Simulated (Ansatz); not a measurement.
C₈H₁₁BrS⁻, that is dimethylphenylsulfonium bromide with one electron more. Total charge -1; doublet. Geometry PBE-D4/def2-SVP, that of the neutral singlet; atoms count from 1.

| atom | x (Å) | y (Å) | z (Å) |
| --- | --- | --- | --- |
| C1 | -0.766 | -1.822 | -1.412 |
| S2 | -0.483 | -0.028 | -1.568 |
| C3 | 1.265 | 0.075 | -2.072 |
| C4 | -0.218 | 0.327 | 0.262 |
| C5 | -1.037 | 1.348 | 0.766 |
| C6 | -0.941 | 1.716 | 2.118 |
| C7 | -0.028 | 1.062 | 2.959 |
| C8 | 0.790 | 0.040 | 2.449 |
| C9 | 0.698 | -0.331 | 1.099 |
| H10 | -1.800 | -1.930 | -1.032 |
| H11 | -0.698 | -2.206 | -2.448 |
| H12 | -0.041 | -2.270 | -0.709 |
| H13 | 1.267 | -0.272 | -3.124 |
| H14 | 1.536 | 1.145 | -2.010 |
| H15 | 1.900 | -0.529 | -1.399 |
| H16 | -1.749 | 1.856 | 0.096 |
| H17 | -1.583 | 2.517 | 2.514 |
| H18 | 0.048 | 1.349 | 4.018 |
| H19 | 1.508 | -0.473 | 3.108 |
| H20 | 1.348 | -1.134 | 0.717 |
| Br21 | -1.017 | -0.439 | -4.333 |

The highest occupied level of the charge -1 doublet lies above zero (up to 1.33 eV). By energy differences its removal costs 0.20 eV (vertical, to the charge 0 singlet, at PBE0-D4/def2-TZVP); self-interaction error and the lack of diffuse functions both raise the level.

Problem. Estimate the Mulliken populations from the PBE0/def2-TZVP orbitals of Ansatz.

Solution. 
```tsv
atom	charge (e)	spin (α − β)
C1	-0.32	0.02
S2	0.20	0.11
C3	-0.32	0.02
C4	0.09	0.23
C5	-0.17	-0.05
C6	-0.19	0.17
C7	-0.20	0.32
C8	-0.12	-0.12
C9	-0.33	0.35
H10	0.12	0.01
H11	0.16	0.01
H12	0.12	0.00
H13	0.17	0.01
H14	0.12	0.01
H15	0.12	0.00
H16	0.09	0.00
H17	0.06	-0.02
H18	0.05	-0.03
H19	0.06	0.01
H20	0.07	-0.03
Br21	-0.80	0.00
```
Mulliken values and Mayer orders depend strongly on the basis.

Problem. Where does the spin sit?

Solution. Summed by element: C 0.93, S 0.11, H -0.04, Br 0.00, of 1 unpaired in all. Largest on single atoms: C9 0.35, C7 0.32, C4 0.23.

Problem. And the Mayer bond orders between bonded heavy atoms (over 0.3)?

Solution. C1–S2 0.94 (1.82 Å); S2–C3 0.94 (1.82 Å); S2–C4 1.00 (1.88 Å); C4–C5 1.31 (1.40 Å); C4–C9 1.14 (1.40 Å); C5–C6 1.52 (1.40 Å); C6–C7 1.20 (1.40 Å); C7–C8 1.43 (1.41 Å); C8–C9 1.48 (1.40 Å).
